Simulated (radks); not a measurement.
Results of a calculation; reference values are marked as such.
Question: The mean radii <r> (bohr) of the occupied orbitals of an atom or ion are listed with their occupations. Code: a radial shooting solver on a logarithmic mesh with Libxc functionals. Model: Dirac Kohn-Sham, BLYP, spin-unpolarised, spherical densities, finite nucleus; Fermi nuclear charge, rms radius of each element as measured or else 0.836 A^(1/3) + 0.57 fm.

| orbital | occ. | <r> |
|---|---|---|
| 1s1/2 | 2 | 0.03916 |
| 2s1/2 | 2 | 0.1722 |
| 2p1/2 | 2 | 0.1474 |
| 2p3/2 | 4 | 0.1516 |
| 3s1/2 | 2 | 0.4919 |
| 3p1/2 | 2 | 0.4912 |
| 3p3/2 | 4 | 0.5017 |
| 3d3/2 | 4 | 0.4955 |
| 3d5/2 | 6 | 0.4991 |
| 4s1/2 | 2 | 1.324 |
| 4p1/2 | 1.66667 | 1.475 |
| 4p3/2 | 3.33333 | 1.503 |

Name the element and its charge. Open shells, if any, are shared by 2j + 1.

Answer: Z = 38, strontium, charge +3: Sr3+ in [Ar] 3d10 4s2 4p5. The 1s radius gives Z: for a bare nucleus <r> = (2 gamma + 1)/(2Z) with gamma = sqrt(1 - (Z/c)^2), 0.03844 bohr for Z = 38, and screening makes it slightly larger (0.03916 here). The occupations add up to 35, and the charge is Z minus that.
